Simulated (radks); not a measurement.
The numbers below are computed, except where a source is named.
Sm, 62 electrons, occupied as [Xe] 4f6 6s2.

Level of theory: scalar-relativistic Kohn-Sham, BP86, spin-polarised, spherical densities, finite nucleus; open shells are filled with parallel spins first (spin-orbit coupling, left out, can overturn this in heavy ions); Fermi nuclear charge, rms radius 5.0819 fm (a radial shooting solver on a logarithmic mesh with Libxc functionals).

Energy parts (Ry):
part                       energy
total                 -20856.5546
kinetic                22291.3913
electron-nucleus      -50770.7217
Hartree                 8096.8750
exchange-correlation    -474.0993

Orbitals (lengths in bohr, moments of r in powers of bohr; r(max) is where P^2 peaks):
| orbital | occ. | eigenvalue (Ry) | r(max) |
|---|---|---|---|
| 1s up | 1 | -3430.817 | 0.01449 |
| 1s down | 1 | -3430.817 | 0.01449 |
| 2s up | 1 | -560.5755 | 0.08215 |
| 2s down | 1 | -560.5735 | 0.08215 |
| 2p up | 3 | -500.0980 | 0.06634 |
| 2p down | 3 | -500.0967 | 0.06634 |
| 3s up | 1 | -122.8260 | 0.2337 |
| 3s down | 1 | -122.6935 | 0.2336 |
| 3p up | 3 | -103.9140 | 0.2291 |
| 3p down | 3 | -103.7823 | 0.2290 |
| 3d up | 5 | -78.27826 | 0.1878 |
| 3d down | 5 | -78.17679 | 0.1876 |
| 4s up | 1 | -24.49745 | 0.5394 |
| 4s down | 1 | -24.16344 | 0.5392 |
| 4p up | 3 | -18.28400 | 0.5630 |
| 4p down | 3 | -17.95002 | 0.5627 |
| 4d up | 5 | -9.56440 | 0.5877 |
| 4d down | 5 | -9.23156 | 0.5872 |
| 4f up | 6 | -0.27478 | 0.6136 |
| 5s up | 1 | -3.25144 | 1.256 |
| 5s down | 1 | -3.05845 | 1.269 |
| 5p up | 3 | -1.76283 | 1.426 |
| 5p down | 3 | -1.61857 | 1.448 |
| 6s up | 1 | -0.27994 | 3.602 |
| 6s down | 1 | -0.26242 | 3.730 |

The highest occupied level is 6s down at -3.570 eV. For comparison, the ionisation energy in NIST's Atomic Spectra Database is 5.644 eV (measured). In exact Kohn-Sham theory the highest level is minus the ionisation energy, but local and semilocal functionals leave it too shallow, through self-interaction and a potential that decays too fast; potentials with the right tail come closer. Spin moment in Bohr magnetons: 6. The electron density at the nucleus is 5.571e+05 e/bohr^3 (large components only). Summed over all electrons, <r^2> = 83.84 bohr^2, which gives a Langevin (diamagnetic) susceptibility term of -66.4 x 10^-6 cm^3/mol. The density falls to 0.001 e/bohr^3 at r = 5.28 bohr. The spin density at the nucleus is 2.61 e/bohr^3 (1s 0.02, 2s -0.55, 3s -10.33, 4s 0.19, 5s 11.34, 6s 1.94).
